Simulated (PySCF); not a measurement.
Vertical excitations of a molecule C₂H₈O₂Si₂ from TDA-PBE/def2-SVPD (PySCF), as energy in eV (oscillator strength): 4.82 (0.068), 5.31 (0.003), 5.44 (0.005), 5.46 (0.079), 5.84 (0.015), 5.94 (0.010), 6.15 (0.007), 6.33 (0.014), 6.42 (0.013), 6.47 (0.009). Lowest triplet (TDA): 4.00 eV. Geometry optimised at B3LYP-D3(BJ)/def2-SVP. Other conformers were not sampled.

Question: Pick the molecule that these values belong to.
A. C[Si@H]1O[SiH2][C@@H]1O
B. OC[Si@@H]1CO[SiH2]1
C. O=CC[SiH2][SiH2]O
D. C=C[Si@H](O)[SiH2]O

Answer: D, C=C[Si@H](O)[SiH2]O
